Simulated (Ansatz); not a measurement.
CH$_{4}$FGaOSi. Charge 0, multiplicity 1.

Z-matrix (Å, degrees):
```
Si
O 1 1.660
Ga 1 2.546 2 45.9
C 1 1.900 2 96.1 3 -0.0
H 1 1.486 2 112.5 3 -117.8
H 1 1.486 2 112.5 3 117.8
F 3 1.734 1 163.5 2 0.0
H 4 1.091 1 117.5 2 113.2
H 4 1.091 1 117.5 2 -113.2
```

(1) What are the harmonic wavenumbers in cm⁻¹ at PBE0-D4/def2-TZVP (Ansatz, finite differences of forces, unscaled)? (Best estimate.)

(2) Is this a minimum?

(3) Give the ideal-gas thermochemistry at 298.15 K and 1 bar (rigid rotor, harmonic oscillator; point group Cs, symmetry number 1).

(4) And at 400, 500, 600, 800 and 1000 K?

(5) Rotational constants (cm⁻¹)?

## Answers

(1) Computed: 97, 155, 176, 354, 465, 524, 635, 669, 687, 710, 742, 854, 874, 886, 922, 985, 1381, 2221, 2221, 3103, 3168.

(2) Yes, all 21 modes are real.

(3) Zero-point energy 130.6 kJ/mol; H(298) − E = 150.1 kJ/mol; entropy 340.1 J/(mol·K), of which translation 171.3, rotation 113.1, vibration 55.8; G(298) − E = 48.7 kJ/mol. Modes under 100 cm⁻¹ are hindered rotations or soft bends, so the harmonic entropy is rough.

(4) 
```
T (K)  H − E (kJ/mol)  S (J/mol/K)  G − E (kJ/mol)
  400           161.7        373.4            12.3
  500           174.8        402.6           -26.5
  600           189.2        428.8           -68.1
  800           220.5        473.8          -158.5
 1000           254.4        511.6          -257.2
```

(5) 0.2646, 0.06274, 0.05215.
